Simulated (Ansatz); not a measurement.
Ansatz (a quantum-chemistry and plane-wave program) input (B2GP-PLYP/def2-TZVPD):

Ansatz 0.2 input:
```yaml
crystal:
  periodic: [false, false, false]
  atoms:
    - {symbol: Sb, position_ang: [0.00056999, -0.00031278, 0.03064668]}
    - {symbol: H, position_ang: [-1.03135561, -1.21343333, -0.51443031]}
    - {symbol: H, position_ang: [-0.55403034, 1.49938768, -0.49562120]}
    - {symbol: H, position_ang: [1.55631663, -0.27000276, -0.55292896]}
basis:
  gaussian:
    orbitals: def2-TZVPD
hamiltonian:
  xc: {name: B2GP-PLYP}
total_charge: 1
magnetization: {spin_polarized: true, initial_magnetization: 1}
correlation: {electrons: outside_noble_gas}
```

End of the output:

```
integrals: 0.04 GiB planned
739 factors; integrals over basis functions are off by at most 9.2e-4 eV
mean field: 0.30 GiB planned
mean field evaluation 1: about -6565.2716 eV, gradient 6.7e0 eV
mean field evaluation 2: about -6565.2774 eV, gradient 6.7e0 eV
mean field evaluation 4: about -6565.5462 eV, gradient 6.8e-1 eV
mean field evaluation 8: about -6565.5510 eV, gradient 1.2e-2 eV
mean field evaluation 16: about -6565.5510 eV, gradient 6.4e-6 eV
mean field -6565.55104115 eV, -241.2795504718 hartree, gradient 6.4e-6 eV, S^2 0.752760; 0 other end points of the search recorded, 0 dependent functions left out
9 core orbitals not correlated
reference -6565.55113905 eV, -241.2795540696 hartree; 4, 3 occupied and 70, 71 virtual orbitals, 739 factors
second order -3.32105532 eV of doubles, -0.00000000 eV of singles
Total energy: -6566.74671896 eV, -241.3234908211 hartree
```
